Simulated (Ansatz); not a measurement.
## Nudged elastic band run: LiSi16, charge +1

Input:

```yaml
crystal:
  lattice:
    - [0.0, 5.43, 5.43]
    - [5.43, 0.0, 5.43]
    - [5.43, 5.43, 0.0]
  atoms:
    - { symbol: Si, position: [0.00559633, 0.00088907, 0.00583882] }
    - { symbol: Si, position: [0.12780232, 0.13030861, 0.12805357] }
    - { symbol: Si, position: [0.00591954, 0.00122857, 0.50193266] }
    - { symbol: Si, position: [0.13562153, 0.12591346, 0.62661841] }
    - { symbol: Si, position: [0.00335217, 0.50285818, 0.00362875] }
    - { symbol: Si, position: [0.12755255, 0.6270555, 0.12782722] }
    - { symbol: Si, position: [0.00557208, 0.50513744, 0.5016757] }
    - { symbol: Si, position: [0.12780102, 0.62734733, 0.63107884] }
    - { symbol: Si, position: [0.5016784, 0.00122668, 0.00618578] }
    - { symbol: Si, position: [0.62637454, 0.12592162, 0.13586581] }
    - { symbol: Si, position: [0.50399023, 0.00355616, 0.50423298] }
    - { symbol: Si, position: [0.62679767, 0.1263127, 0.62706494] }
    - { symbol: Si, position: [0.50139589, 0.5051458, 0.00582273] }
    - { symbol: Si, position: [0.6308026, 0.62734917, 0.12805396] }
    - { symbol: Si, position: [0.50168705, 0.50543666, 0.50193931] }
    - { symbol: Si, position: [0.62635089, 0.63518435, 0.62660274] }
    - { symbol: Li, position: [0.75411126, 0.25364033, 0.75437347] }
total_charge: 1
basis:
  ecutwfc: 420.0
kpoints:
  mp_grid: { grid: [2, 2, 2] }
hamiltonian:
  xc: lda
  pseudopotentials: { kind: paw, azcp: { folder: soft_1 } }
scf:
  occupations: { method: gaussian, width: 0.02 }
  lower_state_search: "off"
  max_iter: 74
neb:
  images: 3
  f_tol: 0.05
  max_iterations: 50
  order_check: false
  spring: 100.0
  optimiser: fire
  final_atoms:
    - { symbol: Si, position: [-0.00259771, 0.00718797, -0.0024214] }
    - { symbol: Si, position: [0.12320873, 0.13466035, 0.12336793] }
    - { symbol: Si, position: [-0.00528522, 0.01054297, 0.49725405] }
    - { symbol: Si, position: [0.12322056, 0.13465919, 0.61851352] }
    - { symbol: Si, position: [-0.00135386, 0.5135422, -0.00117784] }
    - { symbol: Si, position: [0.12017914, 0.63892312, 0.12033742] }
    - { symbol: Si, position: [-0.00135579, 0.51352694, 0.48875722] }
    - { symbol: Si, position: [0.12415797, 0.63675266, 0.61941722] }
    - { symbol: Si, position: [0.49709401, 0.01052573, -0.00511055] }
    - { symbol: Si, position: [0.61834041, 0.13465704, 0.12338778] }
    - { symbol: Si, position: [0.49709809, 0.01050254, 0.49726071] }
    - { symbol: Si, position: [0.62214597, 0.13295731, 0.62232199] }
    - { symbol: Si, position: [0.48859409, 0.51351568, -0.00118059] }
    - { symbol: Si, position: [0.6192454, 0.63674024, 0.12433749] }
    - { symbol: Si, position: [0.49796274, 0.50552474, 0.49813222] }
    - { symbol: Si, position: [0.61925144, 0.63672324, 0.6194279] }
    - { symbol: Li, position: [0.86994272, 0.38981568, 0.87004711] }
```

Command:

```bash
$ ansatz run input.yaml --threads 1 --pin off --max-ram 3072MiB --backend cpu --events-out ev --progress --plain --runs-dir out
```

Output, in part (warnings, iteration lines):

```
NEB end point (image 0): max|allowed force component| = 6.439e-3 eV/Å (the criterion of neb.relax_end_points is 1.000e-2)
NEB end point (image 4): max|allowed force component| = 1.766e-2 eV/Å (the criterion of neb.relax_end_points is 1.000e-2)
NEB iter   1: max|band force component| = 8.260e-1 eV/Å  barrier→ = 0.7644 eV  barrier← = 0.7632 eV  Δτ_max = 0.0119 Å  (40 SCF iters)
NEB iter   2: max|band force component| = 5.934e-1 eV/Å  barrier→ = 0.7104 eV  barrier← = 0.7093 eV  Δτ_max = 0.0204 Å  (15 SCF iters)
NEB iter   3: max|band force component| = 2.242e-1 eV/Å  barrier→ = 0.6529 eV  barrier← = 0.6518 eV  CI = image 2  Δτ_max = 0.0228 Å  (16 SCF iters)
NEB iter   4: max|band force component| = 2.149e-1 eV/Å  barrier→ = 0.6380 eV  barrier← = 0.6369 eV  CI = image 2  Δτ_max = 0.0013 Å  (18 SCF iters)
NEB iter   5: max|band force component| = 2.035e-1 eV/Å  barrier→ = 0.6366 eV  barrier← = 0.6354 eV  CI = image 2  Δτ_max = 0.0025 Å  (9 SCF iters)
NEB iter   6: max|band force component| = 1.818e-1 eV/Å  barrier→ = 0.6339 eV  barrier← = 0.6328 eV  CI = image 2  Δτ_max = 0.0036 Å  (12 SCF iters)
NEB iter   7: max|band force component| = 1.518e-1 eV/Å  barrier→ = 0.6306 eV  barrier← = 0.6295 eV  CI = image 2  Δτ_max = 0.0045 Å  (12 SCF iters)
NEB iter   8: max|band force component| = 1.167e-1 eV/Å  barrier→ = 0.6271 eV  barrier← = 0.6260 eV  CI = image 2  Δτ_max = 0.0051 Å  (12 SCF iters)
NEB iter   9: max|band force component| = 9.921e-2 eV/Å  barrier→ = 0.6238 eV  barrier← = 0.6227 eV  CI = image 2  Δτ_max = 0.0054 Å  (12 SCF iters)
NEB iter  10: max|band force component| = 1.116e-1 eV/Å  barrier→ = 0.6208 eV  barrier← = 0.6197 eV  CI = image 2  Δτ_max = 0.0059 Å  (12 SCF iters)
NEB iter  11: max|band force component| = 1.178e-1 eV/Å  barrier→ = 0.6176 eV  barrier← = 0.6165 eV  CI = image 2  Δτ_max = 0.0061 Å  (12 SCF iters)
NEB iter  12: max|band force component| = 1.129e-1 eV/Å  barrier→ = 0.6137 eV  barrier← = 0.6126 eV  CI = image 2  Δτ_max = 0.0077 Å  (12 SCF iters)
NEB iter  13: max|band force component| = 1.018e-1 eV/Å  barrier→ = 0.6085 eV  barrier← = 0.6074 eV  CI = image 2  Δτ_max = 0.0097 Å  (14 SCF iters)
NEB iter  14: max|band force component| = 8.273e-2 eV/Å  barrier→ = 0.6017 eV  barrier← = 0.6006 eV  CI = image 2  Δτ_max = 0.0114 Å  (15 SCF iters)
NEB iter  15: max|band force component| = 7.872e-2 eV/Å  barrier→ = 0.5939 eV  barrier← = 0.5928 eV  CI = image 2  Δτ_max = 0.0130 Å  (15 SCF iters)
NEB iter  16: max|band force component| = 9.674e-2 eV/Å  barrier→ = 0.5865 eV  barrier← = 0.5854 eV  CI = image 2  Δτ_max = 0.0150 Å  (15 SCF iters)
NEB iter  17: max|band force component| = 7.930e-2 eV/Å  barrier→ = 0.5799 eV  barrier← = 0.5788 eV  CI = image 2  Δτ_max = 0.0187 Å  (15 SCF iters)
NEB iter  18: max|band force component| = 3.350e-1 eV/Å  barrier→ = 0.5731 eV  barrier← = 0.5720 eV  CI = image 2  Δτ_max = 0.0204 Å  (16 SCF iters)
NEB iter  19: max|band force component| = 9.885e-1 eV/Å  barrier→ = 0.5672 eV  barrier← = 0.5661 eV  CI = image 2  Δτ_max = 0.0086 Å  (15 SCF iters)
NEB iter  20: max|band force component| = 5.291e-2 eV/Å  barrier→ = 0.5672 eV  barrier← = 0.5660 eV  CI = image 2  Δτ_max = 0.0082 Å  (10 SCF iters)
NEB iter  21: max|band force component| = 8.990e-1 eV/Å  barrier→ = 0.5670 eV  barrier← = 0.5658 eV  CI = image 2  Δτ_max = 0.0019 Å  (10 SCF iters)
NEB iter  22: max|band force component| = 6.853e-1 eV/Å  barrier→ = 0.5669 eV  barrier← = 0.5658 eV  CI = image 2  Δτ_max = 0.0034 Å  (7 SCF iters)
NEB iter  23: max|band force component| = 3.096e-1 eV/Å  barrier→ = 0.5669 eV  barrier← = 0.5658 eV  CI = image 2  Δτ_max = 0.0041 Å  (9 SCF iters)
NEB iter  24: max|band force component| = 1.377e-1 eV/Å  barrier→ = 0.5669 eV  barrier← = 0.5657 eV  CI = image 2  Δτ_max = 0.0001 Å  (10 SCF iters)
NEB iter  25: max|band force component| = 1.289e-1 eV/Å  barrier→ = 0.5669 eV  barrier← = 0.5657 eV  CI = image 2  Δτ_max = 0.0001 Å  (6 SCF iters)
NEB iter  26: max|band force component| = 1.120e-1 eV/Å  barrier→ = 0.5669 eV  barrier← = 0.5657 eV  CI = image 2  Δτ_max = 0.0002 Å  (6 SCF iters)
NEB iter  27: max|band force component| = 8.783e-2 eV/Å  barrier→ = 0.5669 eV  barrier← = 0.5657 eV  CI = image 2  Δτ_max = 0.0002 Å  (6 SCF iters)
NEB iter  28: max|band force component| = 5.822e-2 eV/Å  barrier→ = 0.5668 eV  barrier← = 0.5657 eV  CI = image 2  Δτ_max = 0.0003 Å  (7 SCF iters)
NEB iter  29: max|band force component| = 3.757e-2 eV/Å  barrier→ = 0.5668 eV  barrier← = 0.5657 eV  CI = image 2  Δτ_max = 0.0000 Å  (6 SCF iters)
```

The forces met the threshold. The order of the stationary point at the top wasn't checked. Limits of this set-up: PAW files made for another functional, charged cell in a uniform background, uncorrected.

Final band (atoms are numbered from 1 in the order of the input):

| image | path coordinate (Å) | energy (eV) | Si3–Li17 (Å) | Si9–Li17 (Å) | Si12–Li17 (Å) |
| --- | --- | --- | --- | --- | --- |
| 0 | 0.00 | 0.00 | 2.74 | 2.74 | 2.39 |
| 1 | 0.60 | 0.26 | 3.09 | 3.09 | 2.81 |
| 2 | 1.20 | 0.57 | 3.53 | 3.53 | 3.40 |
| 3 | 1.82 | 0.25 | 4.02 | 4.02 | 4.05 |
| 4 | 2.44 | 0.00 | 4.47 | 4.47 | 4.66 |

Time of the run: 6.2 min on 1 thread of AMD EPYC 7R43 64-Core Processor (Zen 3) (shared host), peak memory 0.71 GiB.
